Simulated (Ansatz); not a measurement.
`C[SiH2][SiH2][AlH2]` + `N[SiH](O)Cl` → `C[SiH2][SiH](O)Cl` + `N[SiH2][AlH2]`  (redistribution)

Program: Ansatz. Geometries: PBE0-D4/def2-TZVP. ΔE: electronic, gas phase. CBS: MP2 limit from def2 TZ/QZ plus the TZ coupled-cluster correction, frozen cores. DFT in def2-TZVPP. Each species was taken in one conformer, which may not be the lowest.

| species | ωB97M-V energy (Eh) |
| --- | --- |
| `C[SiH2][SiH2][AlH2]` | -864.84755 |
| `N[SiH](O)Cl` | -882.21744 |
| `C[SiH2][SiH](O)Cl` | -1156.80225 |
| `N[SiH2][AlH2]` | -590.24210 |

**Question.** Work out ΔE.

**Answer.** ΔE = (-1156.80225) + (-590.24210) − (-864.84755) − (-882.21744) = 0.02064 Eh = +54.2 kJ/mol. CCSD(T)/CBS gives +55.0 kJ/mol.

Largest T1 diagnostic among the species: 0.012.

In def2-TZVPP, CCSD(T) changes the Hartree–Fock value by +6.5 kJ/mol (the triples alone add +1.2 kJ/mol) and MP2 by +7.1 kJ/mol.
